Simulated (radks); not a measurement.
The numbers below are computed, except where a source is named.
Effect of the nuclear size on neutral thulium, [Xe] 4f13 6s2. Level of theory: Dirac Kohn-Sham, PBE, spin-unpolarised, spherical densities, finite nucleus; open shells fill j = l - 1/2 first; Fermi nuclear charge, rms radius 5.2256 fm (a radial shooting solver on a logarithmic mesh with Libxc functionals). The rms radius is varied about that value; shifts are against it.

rms radius (fm)  total energy shift (eV)  density at nucleus (e/bohr^3)  1s1/2 shift (meV)  2s1/2 shift (meV)  4p1/2 shift (meV)  5s1/2 shift (meV)  5p1/2 shift (meV)  6s1/2 shift (meV)  4f7/2 shift (meV)
4.3268                             -11.1                      1.005e+06              -4550               -612              0.262              -4.64              0.462             -0.165              0.799
4.9748                             -3.25                      9.637e+05              -1330               -179              0.076              -1.36              0.135             -0.048              0.234
5.2256                                 0                      9.497e+05              0.000              0.000              0.000              0.000              0.000              0.000              0.000
5.4608                              3.15                      9.373e+05               1290                174             -0.073               1.31             -0.131              0.047             -0.226
6.046                               11.4                      9.092e+05               4660                628             -0.264               4.76             -0.474              0.169             -0.820

Slopes of the eigenvalues against <r^2> in GHz/fm^2, as finite differences over the two radii next to the reference (eigenvalue slopes, not the field-shift constants of lines): 1s1/2 125000, 2s1/2 16800, 4p1/2 -7.13, 5s1/2 127, 5p1/2 -12.7, 6s1/2 4.52, 4f7/2 -21.9.
